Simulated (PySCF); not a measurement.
# Ne⁺: excitation energy

Ne⁺ [He] 2s2 2p5 (2P) → Ne⁺ [He] 2s1 2p5 3d1 (high-spin determinant), as a difference of total energies. All numbers are calculated (PySCF 2.14, the non-relativistic Hamiltonian (point nucleus), in aug-cc-pVQZ (6s5p4d3f2g, 80 functions)). Correlated levels: valence: 1s2 frozen. The calculations carry no spin-orbit coupling.

| method | excitation energy (eV) |
| --- | --- |
| UHF | 65.679 |
| LDA | 62.620 |
| PBE | 62.453 |
| PBE0 | 63.549 |
| r2SCAN | 63.976 |
| B3LYP | 63.301 |
| M06 | 63.451 |
| BLYP | 62.340 |
| BHandHLYP | 64.570 |
| MP2 (valence) | 65.961 |
| SCS-MP2 (valence) | 65.950 |

Problem. How much does correlation contribute at MP2 (valence)?

Solution. 65.961 − (65.679) = 0.282 eV, measured against UHF.

The upper state lies above the first ionisation limit, where it may autoionise and the basis confines it. A Rydberg-like electron needs more diffuse functions than a valence basis has.

The promoted electron is Rydberg-like, and one or two diffuse shells describe it only roughly, which tends to raise the upper state.

In the upper state the promoted electron has a positive orbital energy at LDA, PBE, PBE0, r2SCAN, B3LYP, M06, BLYP, BHandHLYP, so the basis confines it.

The determinant of the upper state mixes LS terms, which raises its energy above the lowest term, most at the Hartree-Fock and MP2 levels.
